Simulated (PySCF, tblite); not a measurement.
Compound: C7H11F.
SMILES with atom numbers: `[CH3:1][C:2]#[C:3][CH2:4][C@H:5]([CH3:6])[CH2:7][F:8]` (hydrogens: H9, H10, H11 on C1; H12, H13 on C4; H14 on C5; H15, H16, H17 on C6; H18, H19 on C7)

Computed geometry: GFN2-xTB, gas phase.

(1) List the bond lengths, angles and torsions at this level.

Answers

(1) 
```json
{"bond": "C1–C2", "length (Å)": "1.447"}
{"bond": "C2≡C3", "length (Å)": "1.198"}
{"bond": "C3–C4", "length (Å)": "1.452"}
{"bond": "C4–C5", "length (Å)": "1.537"}
{"bond": "C5–C6", "length (Å)": "1.526"}
{"bond": "C5–C7", "length (Å)": "1.526"}
{"bond": "C7–F8", "length (Å)": "1.375"}
{"bond": "C1–H9, C1–H10, C1–H11", "length (Å)": "1.090"}
{"bond": "C4–H12", "length (Å)": "1.094"}
{"bond": "C4–H13", "length (Å)": "1.094"}
{"bond": "C5–H14", "length (Å)": "1.096"}
{"bond": "C6–H15, C6–H16, C6–H17", "length (Å)": "1.088"}
{"bond": "C7–H18", "length (Å)": "1.096"}
{"bond": "C7–H19", "length (Å)": "1.094"}
```

Bonds in one row agree within 0.01 Å and their mean is given. A selection of angles:
```json
{"angle": "C2–C1–H9", "degrees": "110.1"}
{"angle": "H9–C1–H10", "degrees": "108.8"}
{"angle": "C1–C2–C3", "degrees": "179.7"}
{"angle": "C2–C3–C4", "degrees": "179.4"}
{"angle": "C3–C4–C5", "degrees": "112.5"}
{"angle": "C3–C4–H12", "degrees": "108.8"}
{"angle": "C3–C4–H13", "degrees": "108.8"}
{"angle": "C5–C4–H12", "degrees": "109.7"}
{"angle": "C5–C4–H13", "degrees": "108.9"}
{"angle": "H12–C4–H13", "degrees": "108.0"}
{"angle": "C4–C5–C6", "degrees": "111.2"}
{"angle": "C4–C5–C7", "degrees": "109.7"}
{"angle": "C4–C5–H14", "degrees": "108.4"}
{"angle": "C6–C5–C7", "degrees": "110.7"}
{"angle": "C6–C5–H14", "degrees": "109.0"}
{"angle": "C7–C5–H14", "degrees": "107.8"}
{"angle": "C5–C6–H15", "degrees": "110.1"}
{"angle": "C5–C6–H17", "degrees": "110.5"}
{"angle": "H15–C6–H16", "degrees": "108.9"}
{"angle": "C5–C7–F8", "degrees": "110.5"}
{"angle": "C5–C7–H18", "degrees": "111.5"}
{"angle": "C5–C7–H19", "degrees": "111.3"}
{"angle": "F8–C7–H18", "degrees": "106.5"}
{"angle": "F8–C7–H19", "degrees": "106.9"}
{"angle": "H18–C7–H19", "degrees": "109.9"}
```

Torsions: C3–C4–C5–C6 62° (synclinal); C4–C5–C7–F8 -171° (antiperiplanar).

Of the pairs four or more bonds apart, C3···H15 is among the closest relative to their van der Waals radii: 2.65 Å, 91 % of the sum of Bondi's values. The 6 C–C bonds span 1.198 Å (C2≡C3, drawn triple) to 1.537 Å (C4–C5, drawn single), a spread of 0.339 Å.

Point group: C1 (no symmetry element, even within 0.4 Å). GFN2-xTB frequencies show an imaginary mode (29i cm⁻¹), so the point is no minimum at that level.
